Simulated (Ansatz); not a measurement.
# SnTe (SMILES [Sn][Te]): methods side by side

SnTe has 2 atoms, charge 0, and is taken as a singlet. As SMILES, `[Sn][Te]`. The shape is that of a PBE0-D4/def2-TZVP optimisation.

```xyz
2

Sn    0.0000    0.0000    0.0094
Te    0.0000    0.0000    2.5273
```

Quantity: the energy change with the Sn1–Te2 bond stretched from 2.518 to 5.036 Å, in eV. The values are calculated.

```json
{"level": "BLYP/STO-3G (restricted)", "kind": "GGA", "program": "Ansatz", "value (eV)": "6.74", "less FCI/STO-3G": "+1.67", "CPU time (all runs)": "14 s"}
{"level": "revPBE/STO-3G (restricted)", "kind": "GGA", "program": "Ansatz", "value (eV)": "6.92", "less FCI/STO-3G": "+1.85", "CPU time (all runs)": "14 s"}
{"level": "r2SCAN/STO-3G (restricted)", "kind": "meta-GGA", "program": "Ansatz", "value (eV)": "7.53", "less FCI/STO-3G": "+2.46", "CPU time (all runs)": "46 s"}
{"level": "PBE0/STO-3G (restricted)", "kind": "global hybrid", "program": "Ansatz", "value (eV)": "8.29", "less FCI/STO-3G": "+3.22", "CPU time (all runs)": "16 s"}
{"level": "HSE06/STO-3G (restricted)", "kind": "range-separated hybrid", "program": "Ansatz", "value (eV)": "8.11", "less FCI/STO-3G": "+3.04", "CPU time (all runs)": "24 s"}
{"level": "BCCD(T)/STO-3G (restricted)", "kind": "coupled cluster or CI", "program": "Ansatz", "value (eV)": "7.84", "less FCI/STO-3G": "+2.77", "CPU time (all runs)": "12 s"}
{"level": "CCSD(T)/STO-3G (restricted)", "kind": "coupled cluster or CI", "program": "Ansatz", "value (eV)": "7.85", "less FCI/STO-3G": "+2.78", "CPU time (all runs)": "14 s"}
{"level": "FCI/STO-3G", "kind": "exact in the basis", "program": "Ansatz", "value (eV)": "5.07", "less FCI/STO-3G": "0.00", "CPU time (all runs)": "23 s"}
```

FCI/STO-3G is exact within its basis and frozen core, so for wave-function methods in that basis the difference is their error; functionals converge differently with the basis, so for them it is only a difference. All-electron rows without a relativistic Hamiltonian named are non-relativistic. The first shape isn't each level's own minimum. The values span 5.07 to 8.29 eV. All rows use very small basis sets, so even the best lies far from the true value. In the correlated wave-function rows the outer d shell of Sn, Te is correlated, in sets not made for it. CPU times are rough (shared hosts, several kinds of processor): they show what a rung costs within a factor of a few.
